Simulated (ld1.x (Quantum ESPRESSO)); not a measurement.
Mo (Z = 42), TM: configuration errors across variants

molybdenum, norm-conserving Troullier–Martins (Kleinman–Bylander form), made with ld1.x (Quantum ESPRESSO) 7.5 (LDA (PZ), scalar-relativistic). Core [Ar] 3d10, reference 4s2 4p6 4d5 5s0 5p0 (charge +1). Waves: 4s (bound): rc 1.10 bohr; 4p (bound): rc 1.80 bohr; 4d (bound): rc 2.25 bohr. Local part: all-electron potential smoothed inside 1.90 bohr (lloc = -1). Core correction: a·sin(br)/r model core inside 0.75 bohr.

All-electron excitation energies from the reference (eV): (1) 4s2 4p6 4d4 5s0 5p0 15.703; (2) 4s2 4p6 4d3 5s0 5p0 42.664; (3) 4s2 4p6 4d5 5s0 5p1 -3.941; (4) 4s2 4p6 4d5 5s0 5p0 spin -3.391.

Spin tests fill each open shell by Hund’s rule, majority spin first.

Tests that are not counted but printed errors over 1 eV. “base”: 4s1 4p6 4d5 5s1 5p0 (solver errors, printed error -3.5 eV); 4s2 4p6 4d4 5s1 5p0 (solver errors, printed error -3.3 eV); 2 more. “wave 4s (bound): rc 1.10 bohr becomes 4s (bound): rc 1.06 bohr”: 4s1 4p6 4d5 5s1 5p0 (solver errors, printed error -3.5 eV); 4s2 4p6 4d4 5s1 5p0 (solver errors, printed error -3.3 eV); 2 more. “wave 4s (bound): rc 1.10 bohr becomes 4s (bound): rc 1.20 bohr”: 4s1 4p6 4d5 5s1 5p0 (solver errors, printed error -3.5 eV); 4s2 4p6 4d4 5s1 5p0 (solver errors, printed error -3.3 eV); 2 more.

A true bound ghost makes a file unfit for plane-wave use even where its test errors are small: the radial tests pick states by their node count and pass the ghost by. Where a test does run into it, the solver fails or the error is huge.

Errors AE − PS in meV (a dash: test not solved or not reliable):

| change | (1) | (2) | (3) | (4) | bound ghosts |
| --- | --- | --- | --- | --- | --- |
| base | +0.2 | +13 | +43 | +118 | s |
| wave 4s (bound): rc 1.10 bohr becomes 4s (bound): rc 0.76 bohr | +0.2 | +13 | +43 | +119 | s |
| wave 4s (bound): rc 1.10 bohr becomes 4s (bound): rc 0.92 bohr | +0.2 | +13 | +43 | +119 | s |
| wave 4s (bound): rc 1.10 bohr becomes 4s (bound): rc 1.06 bohr | +0.3 | +13 | +43 | +118 | s |
| wave 4s (bound): rc 1.10 bohr becomes 4s (bound): rc 1.20 bohr | +0.2 | +13 | +43 | +119 | s |
| wave 4s (bound): rc 1.10 bohr becomes 4s (bound): rc 1.50 bohr | +0.1 | +13 | +43 | +125 | none |
| wave 4s (bound): rc 1.10 bohr becomes 4s (bound): rc 1.68 bohr | +0.2 | +13 | +43 | +131 | none |

(1) Give the same row for: wave 4s (bound): rc 1.10 bohr becomes 4s (bound): rc 1.28 bohr.

## Answers

(1) +0.2, +13, +43, +119; bound ghosts: s. Not counted: 4s1 4p6 4d5 5s1 5p0 (solver errors, printed error -3.5 eV); 4s2 4p6 4d4 5s1 5p0 (solver errors, printed error -3.3 eV); 2 more.
